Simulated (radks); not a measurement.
Neutral ytterbium inside a hard spherical wall (all orbitals vanish at R), configuration held at [Xe] 4f14 6s2 and not refilled when levels cross. All-electron calculation, scalar-relativistic Kohn-Sham, PBEsol, spin-polarised, spherical densities, finite nucleus; Fermi nuclear charge, rms radius 5.3108 fm. Program: a radial shooting solver on a logarithmic mesh with Libxc functionals. Eigenvalues in eV for spin up, with the zero of energy where the potential of the charges vanishes at infinity; a dash marks a level that is unbound or too diffuse for the functional's potential to be trusted. A positive occupied level is held by the wall or, in an anion where self-interaction has pushed it up, behind a barrier. The pressure on the wall is -dE/dV.

R (bohr) = free: E (hartree) -14053.7750; kinetic (hartree) 15310.098; e(5s) -54.958; e(5p) -27.467; e(6s) -3.937; e(4f) -3.068; e(6p, empty) -; e(5d, empty) -; pressure (GPa) 0
R (bohr) = 20: E (hartree) -14053.7750; kinetic (hartree) 15310.098; e(5s) -54.958; e(5p) -27.467; e(6s) -3.937; e(4f) -3.068; e(6p, empty) -1.085; e(5d, empty) -0.681; pressure (GPa) < 0.0001
R (bohr) = 15: E (hartree) -14053.7750; kinetic (hartree) 15310.098; e(5s) -54.956; e(5p) -27.465; e(6s) -3.936; e(4f) -3.067; e(6p, empty) -1.070; e(5d, empty) -0.675; pressure (GPa) 0.000114
R (bohr) = 10: E (hartree) -14053.7732; kinetic (hartree) 15310.115; e(5s) -54.831; e(5p) -27.341; e(6s) -3.838; e(4f) -2.945; e(6p, empty) -0.764; e(5d, empty) -0.516; pressure (GPa) 0.0424
R (bohr) = 6: E (hartree) -14053.6857; kinetic (hartree) 15310.554; e(5s) -52.904; e(5p) -25.461; e(6s) -1.665; e(4f) -1.048; e(6p, empty) 3.163; e(5d, empty) 1.594; pressure (GPa) 5.66
R (bohr) = 5: E (hartree) -14053.5324; kinetic (hartree) 15311.161; e(5s) -51.205; e(5p) -23.845; e(6s) 1.178; e(4f) 0.682; e(6p, empty) 7.687; e(5d, empty) 3.661; pressure (GPa) 23.5
R (bohr) = 3.5: E (hartree) -14052.3983; kinetic (hartree) 15315.440; e(5s) -44.604; e(5p) -17.568; e(6s) 17.674; e(4f) 8.006; e(6p, empty) 30.955; e(5d, empty) 12.835; pressure (GPa) 354
R (bohr) = 3: E (hartree) -14050.9356; kinetic (hartree) 15320.956; e(5s) -38.914; e(5p) -11.763; e(6s) 35.311; e(4f) 14.796; e(6p, empty) 53.484; e(5d, empty) 21.401; pressure (GPa) 1150
R (bohr) = 2.5: E (hartree) -14047.1644; kinetic (hartree) 15334.640; e(5s) -27.678; e(5p) 0.654; e(6s) 73.850; e(4f) 28.334; e(6p, empty) 99.529; e(5d, empty) 39.102; pressure (GPa) 4530
R (bohr) = 2: E (hartree) -14035.7853; kinetic (hartree) 15372.872; e(5s) -0.981; e(5p) 31.972; e(6s) 168.12; e(4f) 57.589; e(6p, empty) 205.77; e(5d, empty) 81.440; pressure (GPa) 23000
R (bohr) = 1.5: E (hartree) -13992.8367; kinetic (hartree) 15505.296; e(5s) 85.723; e(5p) 134.03; e(6s) 442.31; e(4f) 129.94; e(6p, empty) 500.41; e(5d, empty) 208.33; pressure (GPa) 174000
